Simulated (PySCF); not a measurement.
Computed properties of Ge(H)2(vinyl)2 (C₄H₈Ge), SMILES C=[CH][GeH2][CH]=C

Ge(H)2(vinyl)2 (C4H8Ge), SMILES C=[CH][GeH2][CH]=C. Coordinates come from a r2SCAN-D4/def2-SVP optimisation. The values are those of a single conformer. All values are computed for the isolated molecule unless a solvent is named; none is compared with measurement here.

**Structure.** The optimised structure has C2 symmetry. All 33 harmonic modes at r2SCAN-D4/def2-SVP (PySCF) are real, so it is a minimum. With heavy atoms numbered as in [GeH2:1]([CH:2]=[CH2:3])[CH:4]=[CH2:5], the shortest bond between them is C2–C3 at 1.340 Å and the longest Ge1–C4 at 1.943 Å.

**Vibrations.** The strongest infrared lines (harmonic, unscaled, degenerate partners summed) lie at 767 cm⁻¹ (168 km/mol, H 91 %), 2134 cm⁻¹ (129 km/mol, H 98 %), 2126 cm⁻¹ (101 km/mol, H 99 %). The softest mode is at 58 cm⁻¹ and the zero-point energy is 62.4 kcal/mol.

**Electronic structure.** ωB97X/def2-TZVP (PySCF) places the frontier levels at -10.07 and 1.62 eV, a gap of 11.69 eV, and gives a dipole moment of 0.58 D and a mean polarisability of 79.1 bohr³. PBE/def2-TZVP (PySCF) at the same geometry gives -6.61 and -1.54 eV, so its gap is 6.62 eV narrower. An orbital gap is neither the optical nor the fundamental gap.

**Excitations.** TDA-CAM-B3LYP/def2-SVPD (PySCF) has S1 at 6.45 eV (192 nm, f = 0.046, weak); the most intense of the 10 singlets computed lies at 7.49 eV (f = 0.53). T1 (TDA) is at 4.22 eV, 2.23 eV under S1. TDA-PBE/def2-SVPD (PySCF) puts S1 at 5.37 eV. No vertical singlet excitation falls in the visible range (under 3.1 eV).

**NMR.** GIAO shifts at PBE0/pcSseg-1 (PySCF) (non-relativistic, atoms alike by connectivity averaged): ¹³C from 145.8 to 146.0 ppm against TMS; ¹H from 4.8 to 6.8 ppm against TMS.
